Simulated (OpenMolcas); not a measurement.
## What dynamic correlation does to the levels of F5+

| Item | Value |
| --- | --- |
| Program | OpenMolcas |
| Basis | ANO-RCC-VDZP [3s2p1d] |
| Scalar Hamiltonian | DKH2, point nucleus |
| Active space | 2 electrons in 4 orbitals (2s 2p) |
| State averaging | 2S+1 = 3 even, 3 roots (0 in the spin-orbit step); 2S+1 = 1 even, 6 roots (1 in the spin-orbit step); 2S+1 = 3 odd, 3 roots; 2S+1 = 1 odd, 3 roots |
| Spin-orbit coupling | RASSI with atomic mean-field integrals over the reference wave functions, term energies averaged over their components |

Methods on the same reference wave functions:
A. CASSCF
B. SS-CASPT2, IPEA 0.25 Eh, imaginary shift 0.1 Eh (closed shells correlated: 1s)

Energies in cm⁻¹ above 2s² ¹S₀, the measured ground level; measured values from Moore, Atomic Energy Levels, vol. I, NSRDS-NBS 35 (1971 reprint of NBS Circular 467, 1949).

```tsv
Level	A	B	Measured
2s² ¹S₀	0.0	0.0	0.0
2s 2p ³P°₀	118823	118175	
2s 2p ³P°₁	119027	118380	96861
2s 2p ³P°₂	119439	118792	97437
2s 2p ¹P°₁	216266	209683
```

Deviations, from unrounded energies. A percentage is the sum of absolute deviations over the sum of measured energies, with the sign that they share, or ± where signs differ.

```json
{"Against measurement": "mean absolute deviation (cm-1)", "Levels": "2", "A": "22000", "B": "21000"}
{"Against measurement": "other configurations (%)", "Levels": "2", "A": "+22.7", "B": "+22.1"}
```

A, B lie about equally close to measurement. The largest miss of B in the table is 2s 2p ³P°₁, by +22000 cm-1. The ranking rests on the paired levels alone, and a cruder setting can come out closer through cancelling errors.

The lowest spin-free term lies below A's lowest term by 0.003 hartree in B.

The basis is small and was not contracted for so high a charge. Computed and measured levels are paired by configuration, term and J; levels that our copy of the source lacks, or whose pairing is in doubt (as where it misses far off the trend of its configuration), stay unpaired and out of the deviations. Levels of configurations outside the active space are missing.

° marks odd parity.
